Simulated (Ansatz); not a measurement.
Isolated molecules relaxed with PBE0-D4/def2-TZVP in Ansatz; ΔE leaves out vibrations. CCSD(T)/CBS is the MP2 limit (def2-TZVPP, def2-QZVPP) plus CCSD(T) − MP2 in def2-TZVPP, frozen cores. This one scheme is used for every species. Functionals use def2-TZVPP. One conformer a species, not always the lowest.

Consider the hydrogenolysis of a C–C bond: `CCCCCCCO` + H₂ → `CCCCCC` + CH₃OH.

| level | ΔE (kJ/mol) |
| --- | --- |
| PBE0-D4 | -48.8 |
| CCSD/def2-TZVPP | -51.2 |

Question: What does CCSD(T)/CBS give? (Best estimate.)

Answer: Ansatz gave: -46.1 kJ/mol. The listed levels differ from it by -2.7, -5.1 kJ/mol.

Largest T1 diagnostic among the species: 0.009.

The D4 term adds +6.8 kJ/mol with B3LYP and +4.0 kJ/mol with PBE0; it sums over pairs of atoms, weighted by their polarisabilities, and B3LYP, whose exchange is more repulsive, gets the larger term. In def2-TZVPP, CCSD(T) changes the Hartree–Fock value by +19.6 kJ/mol (the triples alone add +4.3 kJ/mol) and MP2 by +22.3 kJ/mol.

B3LYP here is the variant with VWN-RPA as its local correlation; programs differ in this.
